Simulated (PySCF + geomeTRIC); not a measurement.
Species: C$_{2}$H$_{7}$GaO, SMILES `[CH3][Ga]([CH3])[OH]` (C–Ga–O–H torsion 180°) (charge 0, multiplicity 1).

Q: Give a relaxed geometry from M06-2X/def2-TZVP (PySCF + geomeTRIC).

A: One answer among several that fit: the end point of this relaxation, one of several conformers (outside a Z-matrix the atoms follow the SMILES, hydrogens last).
Z-matrix (Å, degrees):
```
Ga
O 1 1.8075
H 2 0.9589 1 116.75
C 1 1.9746 2 112.84 3 179.88
H 4 1.0886 1 110.02 2 -0.78
H 4 1.0908 5 108.74 1 -121.79
H 4 1.0908 5 108.75 6 -116.48
C 1 1.9846 2 116.97 3 -0.05
H 8 1.0890 1 112.23 2 -178.84
H 8 1.0912 9 108.33 1 -122.00
H 8 1.0913 9 108.28 10 -116.07
```
